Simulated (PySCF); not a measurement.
## UHF on Ag²⁺ (silver, charge +2)

Configuration: [Kr] 4d8 5s1, high-spin 4F determinant (an excited configuration). Computed with PySCF 2.14 in aug-cc-pwCVDZ-PP with ECP28MDF (6s6p5d3f, 70 functions), with scalar relativity through the core potential.

```json
{
 "Total energy": "-144.829701 hartree",
 "One-electron energy": "-242.9638 hartree",
 "Hartree (Coulomb) energy": "110.6844 hartree",
 "Exchange energy": "-12.5503 hartree",
 "⟨S²⟩": "3.7532",
 "⟨L²⟩": "12.046",
 "Sum of ⟨r⟩": "20.63 bohr",
 "Sum of ⟨r²⟩": "30.94 bohr²"
}
```

```json
{"shell": "4s α", "electrons": "1", "mean orbital energy (hartree)": "-5.47910", "spread (hartree)": "0", "rms radius, mean of both spins (bohr)": "0.974"}
{"shell": "4s β", "electrons": "1", "mean orbital energy (hartree)": "-5.30055", "spread (hartree)": "0", "rms radius, mean of both spins (bohr)": "0.974"}
{"shell": "4p α", "electrons": "3", "mean orbital energy (hartree)": "-3.91229", "spread (hartree)": "0", "rms radius, mean of both spins (bohr)": "1.07"}
{"shell": "4p β", "electrons": "3", "mean orbital energy (hartree)": "-3.70568", "spread (hartree)": "0", "rms radius, mean of both spins (bohr)": "1.07"}
{"shell": "4d α", "electrons": "5", "mean orbital energy (hartree)": "-1.54531", "spread (hartree)": "0.04923", "rms radius, mean of both spins (bohr)": "1.37"}
{"shell": "4d β", "electrons": "3", "mean orbital energy (hartree)": "-1.46299", "spread (hartree)": "0", "rms radius, mean of both spins (bohr)": "1.37"}
{"shell": "5s α", "electrons": "1", "mean orbital energy (hartree)": "-0.94661", "spread (hartree)": "0", "rms radius, mean of both spins (bohr)": "2.70"}
```

Energies and moments cover only the electrons outside the core potential.
